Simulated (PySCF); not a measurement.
Compound: CH6ClFSi2.
Structure used (GFN2-xTB), in Å, numbered top down from 1:
```
atom  x, y, z in Å
F1     1.3648    1.0478   -1.5660
Si2    1.5835    0.1699   -0.2302
Cl3    2.0003   -1.6936   -0.8408
C4    -0.0145    0.2444    0.7690
Si5   -1.6011   -0.2623   -0.1720
H6     2.7491    0.7758    0.3880
H7    -0.1457    1.2622    1.1366
H8     0.0814   -0.3848    1.6535
H9    -1.7922    0.6189   -1.3222
H10   -2.7250   -0.1183    0.7590
H11   -1.4953   -1.6574   -0.6009
```

Theory: TDDFT B3LYP/def2-SVPD, vertical, gas phase, core orbitals frozen in the response in PySCF.

| state | E (eV) | λ (nm) | ν̃ (cm⁻¹) | f | \|μ\| (D) | main configurations (H = HOMO, L = LUMO) |
| --- | --- | --- | --- | --- | --- | --- |
| S1 | 7.65 | 162.0 | 61720 | 0.067 | 1.52 | H→L+1 (87%) |
| S2 | 7.82 | 158.6 | 63050 | 0.036 | 1.11 | H→L (92%) |
| S3 | 7.98 | 155.3 | 64390 | 0.035 | 1.07 | H→L+2 (87%) |
| S4 | 8.43 | 147.1 | 67960 | 0.0009 | 0.17 | H-1→L (42%), H-2→L+1 (18%), H-1→L+1 (11%) |
| S5 | 8.45 | 146.7 | 68150 | 0.016 | 0.71 | H-2→L+1 (51%), H→L+3 (35%) |
| S6 | 8.48 | 146.2 | 68390 | 0.0031 | 0.31 | H-2→L (59%), H→L+3 (16%) |
| S7 | 8.55 | 145.1 | 68940 | 0.015 | 0.67 | H-1→L+1 (34%), H→L+3 (30%), H-2→L (10%) |
| S8 | 8.59 | 144.4 | 69250 | 0.056 | 1.31 | H-1→L+1 (31%), H-1→L (28%), H-4→L (18%) |

Triplets (Tamm–Dancoff): T1 7.24 eV, H→L+1 (93%); T2 7.52 eV, H→L (86%); T3 7.66 eV, H→L+2 (80%).

The lowest singlet comes at 162 nm (738 kJ/mol) in the vacuum ultraviolet; it is of moderate strength; its leading configuration is HOMO→LUMO+1 (87%). The lowest level is also the most intense of those listed (f = 0.067). Löwdin shares by element: HOMO carbon 26%, chlorine 22%, silicon 17% or more, hydrogen 11% or more (atoms not listed hold the other 24%); LUMO silicon 42%, carbon 13%, chlorine 10% (atoms not listed hold the other 36%). Orbital energies (eV): HOMO-3 -9.60, HOMO-2 -9.45, HOMO-1 -9.43, HOMO -8.68, LUMO -0.02, LUMO+1 0.01, LUMO+2 0.28. The listed states span 0.93 eV, and the widest gap between neighbours is 0.44 eV (S3 to S4). The oscillator strengths of these states sum to 0.229; summed over the whole spectrum of an exact calculation they would give the number of electrons, 66 (Thomas–Reiche–Kuhn). No computed singlet lies in the visible range (380 to 750 nm); the lowest, at 162 nm, stands 4.39 eV above its violet end (3.26 eV). Only the lowest 8 singlets were computed, as vertical energies without vibronic structure.

On one thread, Arm Neoverse N1 (aarch64), no GPU, shared host with 64 logical CPUs at a one-minute load of 49, this took 36 s wall (with the writing of density and orbital grids) and 0.68 GiB of memory at its peak.

One conformer stands for the species.
